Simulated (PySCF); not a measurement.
## How methods differ on the ionisation energy of Pm³¹⁺

Pm³¹⁺ [Ar] 3d10 4s2 → Pm³²⁺ [Ar] 3d10 4s1 [4s1/2^1, M_J = 1/2], as a difference of total energies. Calculation: PySCF 2.14, in an uncontracted even-tempered set (17 s from 2.9 bohr⁻², ratio 2.8; 13 p from 3.8 bohr⁻², ratio 2.8; 8 d from 6.8 bohr⁻², ratio 2.8; 4 f from 16 bohr⁻², ratio 3); the two-component X2C-1e Hamiltonian. Correlated levels: [Ne] frozen; the 74 highest virtual spinors dropped. "Screened" scales the spin-orbit matrix elements by Boettger's factors to mimic the two-electron term; Breit and QED terms are absent.

| method | ionisation energy (eV) |
| --- | --- |
| GHF (spin-free) | 1252.4 |
| GMP2 (spin-free) | 1255.0 |
| GHF (screened spin-orbit) | 1252.3 |
| GMP2 (screened spin-orbit) | 1255.0 |

**Question.** How much does correlation contribute at GMP2 (screened spin-orbit)?

**Answer.** 1255.0 − (1252.3) = 2.7 eV, measured against GHF (screened spin-orbit).

Breit and QED terms and the two-electron picture change are absent.

For comparison: 1261 ± 4 eV (theoretical estimate listed by NIST; NIST Atomic Spectra Database, ionization energies).
